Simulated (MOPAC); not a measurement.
Input for MOPAC: AM1 on C3H7NO (a complex).

```
AM1 1SCF PRECISE CHARGE=0 THREADS=1
C3H7NO

C     -0.29343518 1     0.18842757 1    -0.30607764 1
N     -0.36187379 1     0.30994277 1    -1.44479654 1
H     -0.22674346 1     0.07381931 1     0.76549733 1
C      0.09015317 1    -1.38558648 1     3.32825538 1
O     -0.10383292 1    -0.13459792 1     2.69526351 1
C     -0.05130747 1     0.95794617 1     3.59351146 1
H     -0.68657710 1    -1.57061725 1     4.07897950 1
H      1.07163745 1    -1.43337276 1     3.81377797 1
H      0.03358843 1    -2.15299340 1     2.55817372 1
H     -0.83392717 1     0.87721778 1     4.35648410 1
H     -0.20964989 1     1.86522187 1     3.01307083 1
H      0.92422384 1     1.01301323 1     4.09013645 1
```

The log:

```
*******************************************************************************
 **                                                                           **
 **                              MOPAC v23.2.5                                **
 **                                                                           **
 *******************************************************************************
 ** MOPAC's Digital Object Identifier: https://doi.org/10.5281/zenodo.6511958 **
 **                                                                           **
 ** Please cite the open-source release paper for use of this MOPAC version:  **
 ** J. E. Moussa and J. J. P. Stewart (2026)                                  **
 ** MOPAC: An open-source semiempirical molecular orbital program             **
 ** J. Open Source Softw., 11(119), 8025, https://doi.org/10.21105/joss.08025 **
 *******************************************************************************

                              AM1 CALCULATION RESULTS

 *******************************************************************************
 *  AM1        - The AM1 Hamiltonian to be used
 *
 *
 *
 *                 CHARGE ON SYSTEM = 0
 *
 *
 *
 *  PRECISE    - TIGHTER CRITERIA TO BE USED
 *  1SCF       - DO 1 SCF AND THEN STOP
 *  THREADS=1  - MULTI-THREADING NOT USED
 *  T=         - A TIME OF 172800.0 SECONDS REQUESTED
 *  DUMP=N     - RESTART FILE WRITTEN EVERY 7200.0 SECONDS REQUESTED
 *******************************************************************************
AM1 1SCF PRECISE CHARGE=0 THREADS=1
 C3H7NO

   ATOM   CHEMICAL          X               Y               Z
  NUMBER   SYMBOL      (ANGSTROMS)     (ANGSTROMS)     (ANGSTROMS)

     1       C         -0.29343518  *   0.18842757  *  -0.30607764  *
     2       N         -0.36187379  *   0.30994277  *  -1.44479654  *
     3       H         -0.22674346  *   0.07381931  *   0.76549733  *
     4       C          0.09015317  *  -1.38558648  *   3.32825538  *
     5       O         -0.10383292  *  -0.13459792  *   2.69526351  *
     6       C         -0.05130747  *   0.95794617  *   3.59351146  *
     7       H         -0.68657710  *  -1.57061725  *   4.07897950  *
     8       H          1.07163745  *  -1.43337276  *   3.81377797  *
     9       H          0.03358843  *  -2.15299340  *   2.55817372  *
    10       H         -0.83392717  *   0.87721778  *   4.35648410  *
    11       H         -0.20964989  *   1.86522187  *   3.01307083  *
    12       H          0.92422384  *   1.01301323  *   4.09013645  *



          CARTESIAN COORDINATES

    NO.       ATOM           X           Y           Z

     1         C         -0.2934      0.1884     -0.3061
     2         N         -0.3619      0.3099     -1.4448
     3         H         -0.2267      0.0738      0.7655
     4         C          0.0902     -1.3856      3.3283
     5         O         -0.1038     -0.1346      2.6953
     6         C         -0.0513      0.9579      3.5935
     7         H         -0.6866     -1.5706      4.0790
     8         H          1.0716     -1.4334      3.8138
     9         H          0.0336     -2.1530      2.5582
    10         H         -0.8339      0.8772      4.3565
    11         H         -0.2096      1.8652      3.0131
    12         H          0.9242      1.0130      4.0901

  H: (AM1): M.J.S. DEWAR ET AL, J. AM. CHEM. SOC. 107 3902-3909 (1985)
  C: (AM1): M.J.S. DEWAR ET AL, J. AM. CHEM. SOC. 107 3902-3909 (1985)
  N: (AM1): M.J.S. DEWAR ET AL, J. AM. CHEM. SOC. 107 3902-3909 (1985)
  O: (AM1): M.J.S. DEWAR ET AL, J. AM. CHEM. SOC. 107 3902-3909 (1985)

           Empirical Formula: C3 H7 N O  =    12 atoms



      MOLECULAR POINT GROUP   :   C2v


      RHF CALCULATION, NO. OF DOUBLY OCCUPIED LEVELS = 15


 -------------------------------------------------------------------------------
 AM1 1SCF PRECISE CHARGE=0 THREADS=1
 C3H7NO



     1SCF WAS SPECIFIED, SO BFGS WAS NOT USED
     SCF FIELD WAS ACHIEVED


                              AM1 CALCULATION
                                                       MOPAC v23.2.5 Linux




          FINAL HEAT OF FORMATION =        -21.49059 KCAL/MOL =     -89.91664 KJ/MOL


          COSMO AREA              =        135.63 SQUARE ANGSTROMS
          COSMO VOLUME            =        116.13 CUBIC ANGSTROMS

          IONIZATION POTENTIAL    =         11.127459 EV
          HOMO LUMO ENERGIES (EV) =        -11.127  2.259
          NO. OF FILLED LEVELS    =         15
          MOLECULAR WEIGHT        =         73.0944         POINT GROUP:  C2v

          MOLECULAR DIMENSIONS (Angstroms)

            Atom       Atom       Distance
            H    10    N     2     5.84803
            H    11    H     9     3.95871
            H    12    H     7     1.73835


          SCF CALCULATIONS        =          1





   ATOM   CHEMICAL          X               Y               Z
  NUMBER   SYMBOL      (ANGSTROMS)     (ANGSTROMS)     (ANGSTROMS)

     1       C         -0.29343518  *   0.18842757  *  -0.30607764  *
     2       N         -0.36187379  *   0.30994277  *  -1.44479654  *
     3       H         -0.22674346  *   0.07381931  *   0.76549733  *
     4       C          0.09015317  *  -1.38558648  *   3.32825538  *
     5       O         -0.10383292  *  -0.13459792  *   2.69526351  *
     6       C         -0.05130747  *   0.95794617  *   3.59351146  *
     7       H         -0.68657710  *  -1.57061725  *   4.07897950  *
     8       H          1.07163745  *  -1.43337276  *   3.81377797  *
     9       H          0.03358843  *  -2.15299340  *   2.55817372  *
    10       H         -0.83392717  *   0.87721778  *   4.35648410  *
    11       H         -0.20964989  *   1.86522187  *   3.01307083  *
    12       H          0.92422384  *   1.01301323  *   4.09013645  *

                             CARTESIAN COORDINATES

   1    C       -0.293435180     0.188427570    -0.306077640
   2    N       -0.361873790     0.309942770    -1.444796540
   3    H       -0.226743460     0.073819310     0.765497330
   4    C        0.090153170    -1.385586480     3.328255380
   5    O       -0.103832920    -0.134597920     2.695263510
   6    C       -0.051307470     0.957946170     3.593511460
   7    H       -0.686577100    -1.570617250     4.078979500
   8    H        1.071637450    -1.433372760     3.813777970
   9    H        0.033588430    -2.152993400     2.558173720
  10    H       -0.833927170     0.877217780     4.356484100
  11    H       -0.209649890     1.865221870     3.013070830
  12    H        0.924223840     1.013013230     4.090136450


           Empirical Formula: C3 H7 N O  =    12 atoms



      MOLECULAR POINT GROUP   :   C2v


                  EIGENVALUES
 -39.34517 -36.44228 -29.43040 -26.61316 -20.77198 -17.64209 -17.06958 -16.88199
 -13.74465 -13.48238 -13.37607 -13.36847 -13.26537 -12.71035 -11.12746   2.25892
   2.26272   2.51091   3.78465   3.79584   3.91882   4.10654   4.18842   4.35594
   4.46035   5.76258   6.95297


              NET ATOMIC CHARGES AND DIPOLE CONTRIBUTIONS

  ATOM NO.   TYPE          CHARGE      No. of ELECS.   s-Pop       p-Pop
    1          C          -0.193799        4.1938     1.33250     2.86130
    2          N          -0.076928        5.0769     1.81557     3.26136
    3          H           0.264743        0.7353     0.73526
    4          C          -0.067877        4.0679     1.22682     2.84105
    5          O          -0.298111        6.2981     1.87164     4.42647
    6          C          -0.067847        4.0678     1.22682     2.84103
    7          H           0.061380        0.9386     0.93862
    8          H           0.061026        0.9390     0.93897
    9          H           0.097509        0.9025     0.90249
   10          H           0.061373        0.9386     0.93863
   11          H           0.097511        0.9025     0.90249
   12          H           0.061020        0.9390     0.93898
 DIPOLE           X         Y         Z       TOTAL
 POINT-CHG.     0.309    -0.326     3.090     3.122
 HYBRID         0.107    -0.123     1.166     1.177
 SUM            0.416    -0.450     4.255     4.299


          ATOMIC ORBITAL ELECTRON POPULATIONS

     Atom    s        px        py        pz
    1  C   1.33250   0.93777   0.93888   0.98464
    2  N   1.81557   1.06271   1.06251   1.13614
    3  H   0.73526
    4  C   1.22682   0.99984   0.85453   0.98669
    5  O   1.87164   1.93238   1.15057   1.34352
    6  C   1.22682   1.00353   0.89397   0.94353
    7  H   0.93862
    8  H   0.93897
    9  H   0.90249
   10  H   0.93863
   11  H   0.90249
   12  H   0.93898

 **********************
 *                    *
 * JOB ENDED NORMALLY *
 *                    *
 **********************




 == MOPAC DONE ==
```

The run finished.

Cost: around 0.03 core-seconds (rough).
